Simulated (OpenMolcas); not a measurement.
Computed levels of 5s2 5p in ions with 49 electrons, in cm-1 above 2P* 1/2.

| Property | Result |
| --- | --- |
| Program | OpenMolcas |
| Method | SS-CASPT2, IPEA 0.25 Eh, imaginary shift 0.1 Eh |
| Basis | ANO-R3 |
| Scalar Hamiltonian | X2C, finite nucleus |
| Spin-orbit coupling | RASSI with atomic mean-field integrals over the reference wave functions, term energies averaged over their components |

Active space for each ion: 3 electrons in 4 orbitals (5s 5p); closed shells correlated by CASPT2: 4d.

```tsv
Level	In	Sn+	Te3+	Xe5+
2P* 3/2	2120	3900	7970	13480
```

Task: Estimate 2P* 3/2 for Sb2+ from its neighbours Sn+ and Te3+.

Result: 2P* 3/2 is fine structure, which grows about as the fourth power of a screened charge, so the fourth roots are averaged: ((3900^0.25 + 7970^0.25) / 2)^4 = 5665. The calculation gives 5730, so the estimate is off by -1.1 %; the measured value is 6576 (Moore, Atomic Energy Levels, vol. III, NSRDS-NBS 35 (1971 reprint of NBS Circular 467, 1958)).

Over all roots computed the reference weight is 0.88 to 0.93 in Sn+, 0.85 to 0.94 in Sb2+, 0.85 to 0.94 in Te3+, 0.86 to 0.95 in Xe5+; the roots of lowest weight are the least certain, and an intruder state may touch them. Some high roots are left out of the spin-orbit mixing, which shifts the levels that they would mix with (holds for In). Measured partners are found by configuration, term and J. A level has none where our copy of the source lacks it or the pairing is in doubt (some pairs that miss far off the trend of their configuration count as doubtful), and it then counts in no deviation. Levels of configurations outside the active space are missing.

* marks odd parity.
